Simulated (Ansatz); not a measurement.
```yaml
crystal:
  periodic: [false, false, false]
  atoms:
    - {symbol: Al, position_ang: [0.886652, 0.412225, -2.288815]}
    - {symbol: O, position_ang: [0.607063, 0.019589, -0.682287]}
    - {symbol: Ga, position_ang: [0.373808, -0.408693, 1.017469]}
    - {symbol: C, position_ang: [-1.442604, -0.110386, 1.741350]}
    - {symbol: S, position_ang: [-1.751173, -0.362112, 3.303495]}
    - {symbol: H, position_ang: [1.356360, 1.883194, -2.638002]}
    - {symbol: H, position_ang: [0.657414, -0.701607, -3.390529]}
    - {symbol: H, position_ang: [1.566690, -0.968842, 1.842036]}
    - {symbol: H, position_ang: [-2.254210, 0.236632, 1.095293]}
basis:
  gaussian: {orbitals: cc-pVTZ-DK}
total_charge: -1
magnetization: {spin_polarized: true, initial_magnetization: 1}
hamiltonian: {xc: {name: revPBE}, dispersion: d3bj}
accuracy: high
scf: {lower_state_search: light}
```

```sh
$ ansatz run in.yaml --threads 4 --pin off --events-out ev --progress --plain --max-ram 10444MiB
```

Output, abridged:

```
Functional definition: revPBE
3852 factors; integrals over basis functions are off by at most 2.2e-8 eV
mean field evaluation 1: about -73506.8726 eV, gradient 5.0e1 eV
mean field evaluation 2: about -73447.7953 eV, gradient 1.0e2 eV
mean field evaluation 4: about -73516.8152 eV, gradient 7.7e0 eV
mean field evaluation 8: about -73516.9853 eV, gradient 1.3e0 eV
mean field evaluation 16: about -73516.9870 eV, gradient 5.2e-3 eV
mean field evaluation 32: about -73516.9870 eV, gradient 6.4e-7 eV
mean field -73516.98700924 eV, -2701.6994409861 hartree, gradient 7.0e-8 eV, S^2 0.752425; 6 other end points of the search recorded, 0 dependent functions left out
reference -73516.98701477 eV, -2701.6994411891 hartree; 40, 39 occupied and 187, 188 virtual orbitals, 3852 factors
Total energy: -73517.41061269 eV, -2701.7150081258 hartree
Relativity: scalar
```

It took 33 s on 4 threads of an Intel Xeon Platinum 8488C on a shared host, with 1.5 GiB of host memory at the peak.
